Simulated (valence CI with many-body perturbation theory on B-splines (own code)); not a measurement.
E1 transitions of La

Calculated by relativistic CI+MBPT: three valence electrons over a frozen Dirac-Fock core [Xe], radial functions for each j: 7 s, 7 p, 7 d, 7 f, 4 g, 2 h, with the one-electron correlation potential Σ1 (screened to all orders), the two-electron term Σ2, the three-electron term Σ3, Breit, model QED; selected single and double excitations, second order for the rest, scaled by the run's own slope (own B-spline code, finite nucleus).

Set against measurement, 62 paired levels are off by 609 cm⁻¹ on average, the worst by 1408. These come from a selection out of the NIST Handbook of Basic Atomic Spectroscopic Data. Levels without a partner in it may be off by more, other configurations by several thousand cm⁻¹. 6 measured levels below the end of the list, from 15197 cm⁻¹ on, found no clear computed partner.

Lines 151 to 200 of 566 in falling wavelength, among levels below 4.257 eV, chosen from the strongest by gf and those to the six lowest levels. Wavelengths and rates use the calculated energies, so an error of 600 cm⁻¹ moves a line at 8161 Å by 4.9 % and its rate by three times that or more. Electric multipoles are in the length gauge, E1 and E2 with the static RPA response of the core. Weak lines are less certain than strong ones. Lines between different terms over intervals too small for the method are left out, as are lines whose strength nearly cancels and 6 of this kind that miss the measured wavelength by over 7 %. Where a level lies close to another of its J and parity, the split of strength between their lines is uncertain. The highest levels of a list are the least certain.

Names give the largest LS component (configuration and term), which can be under half, so a name can repeat, a term be missing and a line seem to break the LS rules; names also repeat where a configuration has a term twice. Letters in brackets count levels of one name in rising energy.

```
λ vac (Å)  λ from measured levels                Upper               Lower   A (s⁻¹)  log gf  Branch %
     8197                            5d2.6d 4D_3/2 [b]  5d2.6p 4D°_5/2 [a]  1.21e+07   -0.31      22.3
     8186                                5d2.6d 4F_5/2  5d2.6p 4D°_5/2 [a]  2.88e+06   -0.76       3.7
     8181                              5f.6s.6p 4D_7/2      5d2.6p 4F°_9/2  2.11e+06   -0.77      13.3
     8178                                5d2.6d 2F_5/2  5d2.6p 2F°_5/2 [b]  2.79e+06   -0.78       6.0
     8161                    8548     5d.6s.6p 4D°_3/2       5d2.6s 4F_5/2  4.66e+06   -0.73      81.7
     8158                            5d2.6d 4P_1/2 [b]  5d2.6p 4D°_3/2 [a]  1.80e+07   -0.44      34.1
     8122                                5d2.6d 2G_9/2  5d2.6p 2G°_9/2 [a]  1.91e+06   -0.72       3.0
     8107                                5d2.6d 2F_7/2  5d2.6p 2F°_7/2 [b]  4.12e+06   -0.49       7.7
     8092                             5f.6s.6p 4G_11/2      5d2.6p 4F°_9/2  2.56e+06   -0.52      31.7
     8077                                5d2.7s 4F_3/2  5d2.6p 4G°_5/2 [a]  1.04e+07   -0.39      24.1
     8073                    8479     5d.6s.6p 4F°_5/2       5d2.6s 4F_5/2  1.41e+06   -1.08      39.7
     8053                           5d2.6p 2F°_5/2 [a]       5d2.6s 4F_7/2  9.14e+05   -1.27       5.1
     8049                                5d2.7s 2F_7/2  5d2.6p 2D°_5/2 [a]  3.48e+06   -0.57       8.2
     8016                          5d.6s.7s 4D_5/2 [a]      5d2.6p 4G°_7/2  2.92e+06   -0.77       6.4
     8007                            5d2.6d 4F_3/2 [b]  5d2.6p 4D°_1/2 [a]  4.76e+06   -0.74      11.6
     8002                           5d2.6p 4D°_7/2 [c]          5d3 4F_9/2  2.85e+06   -0.66       3.7
     7993                                5d2.6d 4D_7/2  5d2.6p 2G°_9/2 [a]  2.10e+06   -0.79       4.5
     7981                              5d.6s.7s 4D_3/2  5d2.6p 4G°_5/2 [b]  3.49e+06   -0.87       5.2
     7970                    7950     5d.6s.6p 2D°_5/2       5d.6s2 2D_5/2  8.95e+05   -1.29      17.6
     7965                    8349     5d.6s.6p 4D°_7/2       5d2.6s 4F_9/2  7.38e+06   -0.25      87.8
     7959                    8327     5d.6s.6p 4D°_5/2       5d2.6s 4F_7/2  5.30e+06   -0.52      57.2
     7941                    8318     5d.6s.6p 2D°_3/2       5d2.6s 4F_5/2  1.13e+06   -1.37      16.5
     7932                               5d2.6d 4G_11/2  5d2.6p 2G°_9/2 [a]  2.39e+06   -0.57       4.2
     7928                            5d2.6d 2P_1/2 [a]  5d2.6p 2P°_3/2 [a]  1.10e+07   -0.68      19.2
     7926                                5d2.7s 4F_5/2  5d2.6p 2F°_7/2 [a]  3.02e+06   -0.77       9.3
     7919                            5d2.6d 4H_7/2 [b]  5d2.6p 2G°_7/2 [a]  3.04e+06   -0.64       5.0
     7910                                5d2.7s 2F_5/2  5d2.6p 2D°_3/2 [a]  2.37e+06   -0.87       5.8
     7889                    8327     5d.6s.6p 4F°_7/2       5d2.6s 4F_5/2  4.12e+05   -1.51      11.5
     7879                                5d2.7s 2F_5/2      5d2.6p 4G°_7/2  2.93e+06   -0.79       7.2
     7874                          5d.6s.7s 4D_5/2 [b]    5d.6s.6p 2F°_7/2  3.98e+06   -0.65      13.2
     7864                                5d2.7s 4F_9/2      5d2.6p 4G°_9/2  1.79e+06   -0.78       4.2
     7843                              5f.6s.6p 2D_3/2  5d2.6p 2F°_5/2 [b]  3.66e+06   -0.87      12.4
     7838                            5d2.6d 4H_7/2 [b]  5d2.6p 2F°_5/2 [b]  2.72e+06   -0.70       4.5
     7827                                5d2.6d 4G_5/2      5d2.6p 4F°_5/2  3.90e+06   -0.67       6.7
     7816                    8250     5d.6s.6p 4F°_9/2       5d2.6s 4F_9/2  2.25e+06   -0.69      86.6
     7791                                5d2.6d 4H_9/2      5d2.6p 4F°_7/2  8.81e+06   -0.10      15.2
     7788                                5d2.6d 2D_5/2  5d2.6p 2F°_7/2 [b]  4.82e+06   -0.58       7.5
     7785                          5d.6s.7s 4D_5/2 [c]    5d.6s.6p 2F°_7/2  3.20e+06   -0.76       9.2
     7782                            5d2.6d 4P_1/2 [a]  5d2.6p 2P°_1/2 [a]  1.81e+07   -0.48      33.4
     7755                           5d2.6p 2F°_5/2 [a]       5d2.6s 4F_5/2  9.96e+05   -1.27       5.6
     7744                            5d2.6d 4D_5/2 [b]  5d2.6p 2F°_5/2 [b]  4.94e+06   -0.57      10.1
     7729                    8088     5d.6s.6p 2D°_3/2       5d2.6s 4F_3/2  2.53e+06   -1.04      37.0
     7722                            5d2.6d 4P_1/2 [a]  5d2.6p 2P°_3/2 [a]  8.29e+06   -0.83      15.3
     7717                                5d2.7s 2F_7/2      5d2.6p 4G°_9/2  2.44e+06   -0.76       5.7
     7710                            5d2.6d 4D_3/2 [a]  5d2.6p 2P°_1/2 [a]  5.96e+06   -0.67      11.2
     7695                               5d2.6d 4H_11/2      5d2.6p 4F°_9/2  8.25e+06   -0.06      14.3
     7668                    8004     5d.6s.6p 4D°_5/2       5d2.6s 4F_5/2  1.23e+06   -1.19      13.3
     7637                                5d2.6d 4G_5/2      5d2.6p 4F°_3/2  1.33e+07   -0.16      22.6
     7627                                5d2.6d 2F_5/2  5d2.6p 2P°_3/2 [a]  3.18e+06   -0.78       6.8
     7612                                5d2.6d 2F_7/2      5d2.6p 4F°_9/2  3.58e+06   -0.60       6.7
```

(1) How does gf follow from A for the line at 8077 Å?

Results:

(1) gf = 1.4992 × (2J+1)_upper × A / σ², with σ = 12381 cm⁻¹ and 2J+1 = 4: gf = 0.406.
